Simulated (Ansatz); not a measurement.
`OBCCBr` + HCl → `OBCCl` + `CBr`  (substitution at a C–C bond)

Computed with Ansatz on PBE0-D4/def2-TZVP structures; ΔE is electronic, products minus reactants. CBS: MP2 limit from def2 TZ/QZ plus the TZ coupled-cluster correction, frozen cores. This one scheme is used for every species. DFT in def2-TZVPP. B3LYP here is the variant with VWN-RPA as its local correlation; programs differ in this. For Br outer-core shells are correlated without core-valence functions, which leaves a few kJ/mol of doubt a bond. Scalar relativity is left out up to krypton. Each species was taken in one conformer, which may not be the lowest.

(1) Is it downhill or uphill in electronic energy at CCSD(T)/CBS, and by how much? (Best estimate.)

(2) What do these levels give: B3LYP-D4, B2PLYP, PBE, HF/def2-TZVPP, MP2/def2-TZVPP, MP2/def2-QZVPP? (Best estimate.)

Largest T1 diagnostic among the species: 0.012.

Results:

(1) The calculation gave: Uphill: ΔE = +21.1 kJ/mol.

(2) The calculation gave: B3LYP-D4 14.2, B2PLYP 13.9, PBE 8.1, HF/def2-TZVPP 14.0, MP2/def2-TZVPP 25.4, MP2/def2-QZVPP 24.1 kJ/mol.

In def2-TZVPP, CCSD(T) changes the Hartree–Fock value by +9.1 kJ/mol (the triples alone add −0.5 kJ/mol) and MP2 by +11.5 kJ/mol. From PBE to PBE0 (25 % exact exchange), in def2-TZVPP and without D4, ΔE moves by +4.3 kJ/mol.
